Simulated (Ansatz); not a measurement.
GeH5NOSi can be A, `O[SiH]1[NH][GeH2]1`, or B, `[NH2][GeH]1[O][SiH2]1`.

Isolated molecules relaxed with PBE0-D4/def2-TZVP in Ansatz; ΔE leaves out vibrations. CCSD(T)/CBS adds triple-zeta CCSD(T) − MP2 to the extrapolated MP2 energy (def2 sets, frozen cores). Functionals use def2-TZVPP. B3LYP here is the variant with VWN-RPA as its local correlation; programs differ in this. For Ge outer-core shells are correlated without core-valence functions, which leaves a few kJ/mol of doubt a bond. Scalar relativity is left out up to krypton. One conformer a species, not always the lowest.

Question: Which is lower in electronic energy at CCSD(T)/CBS, and by how much? (Estimate.)

Answer: Ansatz gave: A, by 8.1 kcal/mol.

Question: Give E(B) − E(A) in kcal/mol with r2SCAN-D4, PBE0-D4, B2PLYP, CCSD/def2-TZVPP, B3LYP, ωB97M-V, MP2/def2-TZVPP. (Best estimate.)

Answer: Ansatz gave: r2SCAN-D4 7.9, PBE0-D4 8.9, B2PLYP 7.4, CCSD/def2-TZVPP 8.4, B3LYP 7.6, ωB97M-V 8.9, MP2/def2-TZVPP 7.7. None reverses the order clearly.

Largest T1 diagnostic: 0.014.

In def2-TZVPP, CCSD(T) changes the Hartree–Fock value by −1.3 kcal/mol (the triples alone add −0.6 kcal/mol) and MP2 by −1.3 kcal/mol. From PBE to PBE0 (25 % exact exchange), in def2-TZVPP and without D4, E(B) − E(A) moves by +1.6 kcal/mol.
